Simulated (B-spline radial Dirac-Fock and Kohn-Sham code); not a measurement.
Cs: input and output of one calculation

ΔSCF core binding energies without Breit or QED terms, calculated with a B-spline atomic structure program. Keys: rel is the Hamiltonian (dirac, or spin-free x2c and nr, where L3 and M5 stand for the whole 2p and 3d shells), method is hf or an exchange,correlation pair (spin-unpolarised, also for the hole states), nuc the nuclear model, radius_factor scales its radius, rmax is the box in bohr, h the logarithmic mesh step, order the B-spline order, points the quadrature points per cell, c_factor scales the speed of light, and damp, ndamp, maxit and tol steer the iteration. The run stops when the commutator error falls below 10·tol·max(1, Z/10), or the numerical noise floor, and the energy has settled to about 1e-8 Ha; the virial ratio is −V/T.

Input (task.json):

```json
{"items": [{"Z": 55, "q": 0, "cfg": [[1, 0, 2], [2, 0, 2], [2, 1, 6], [3, 0, 2], [3, 1, 6], [3, 2, 10], [4, 0, 2], [4, 1, 6], [4, 2, 10], [5, 0, 2], [5, 1, 6], [6, 0, 1]], "A": 133, "rrms": 4.8041, "do": "settings", "holes": ["K", "L3", "M5"],
  "settings": [{"rel": "dirac", "method": "hf", "nuc": "fermi", "radius_factor": 1.0, "rmax": 45.0, "h": 0.3, "order": 8, "points": 10, "c_factor": 1.0, "maxit": 5, "damp": 0.5, "ndamp": 3, "tol": 1e-08}]}]}
```

Command: `python xray2_run.py task.json out`

Ground-state iterations:

```
iter   energy (Ha)        error
   1    -7782.61117452  1.88e+00
   2    -7785.47794338  2.58e-01
   3    -7786.69218870  5.60e-02
   4    -7786.76645644  1.70e-02
   5    -7786.77298210  7.32e-03
```

The ground state had not converged after 5 iterations, with total energy -7786.77298 Ha, virial ratio 1.93931 and highest orbital energy -3.52 eV. ΔSCF binding energies: K (1s) 36119.8 eV, L3 (2p3/2) 5028.3 eV, M5 (3d5/2) 732.4 eV (not all states converged, so these are not final).

Q: One setting is unsound. Which, and why?

A: maxit ends the run before self-consistency. With the default settings (Dirac Hartree-Fock): The ground state converged in 11 iterations, with total energy -7786.77413 Ha, virial ratio 1.93907 and highest orbital energy -3.49 eV. ΔSCF binding energies: K (1s) 36119.7 eV, L3 (2p3/2) 5028.3 eV, M5 (3d5/2) 732.3 eV.
